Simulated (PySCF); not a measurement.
Labels have come off several samples. The candidates:

A. `c1(Cl)ncc(Cl)o1`
B. SMILES C[SiH2]Oc1ncno1
C. SMILES [SiH3]OCc1ncno1

Spectrum 1. 1H NMR (300 MHz, computed): δ 8.05 (s, 1H), 5.28 (q, 2H), 0.70 (t, 3H). 13C{1H} NMR (computed): δ 180.6 (C), 162.3 (CH), -3.4 (CH3).

Spectrum 2. 1H NMR (300 MHz, computed): δ 7.13 (s, 1H). 13C{1H} NMR (computed): δ 154.3 (C), 147.8 (C), 133.0 (CH).

Spectrum 3. 1H NMR (300 MHz, computed): δ 8.53 (s, 1H), 5.33 (s, 2H), 5.08 (s, 3H). 13C{1H} NMR (computed): δ 185.0 (C), 162.1 (CH), 61.4 (CH2).

[PySCF 2.14: coordinates at the GFN2-xTB level; shielding tensors at PBE0/pcSseg-1 (GIAO); in vacuum; one conformer; rapidly exchanging positions averaged; non-relativistic]

Shifts are taken against calculated references (same method and geometry level): 1H and 13C vs TMS. Where no couplings were computed, multiplicities follow the n + 1 count of equivalent neighbours, and m marks all less simple cases (inequivalent or close neighbours, rings, F or P nearby). Shifts are as computed. Against solution values, carbons near 30 ppm lie about +3 ppm off and those near 130 ppm about +5 ppm; carbons on Cl a further +6 ppm. Of 1211 compounds with measured shifts, 218 miss one by over three times the rms of a fit or turn the order of signals round; such compounds aren't used in these exercises. Carbons bonded to Cl come out too deshielded.

Match each spectrum to its structure.

Results:

1–B, 2–A, 3–C.

- Spectrum 1 (B): 3 13C signals; δC 180.6 is an aromatic carbon bearing oxygen; δC -3.4 is a methyl carbon bonded to Si.
- Spectrum 2 (A): 3 13C signals; δH 7.13 is the hydrogen on an aromatic CH next to a ring nitrogen; δC 154.3 is an aromatic carbon bearing chlorine.
- Spectrum 3 (C): 3 13C signals; δC 61.4 is an sp3 CH2 bonded to O, on an aromatic ring; δH 8.53 is the hydrogen on an aromatic CH between two ring heteroatoms.
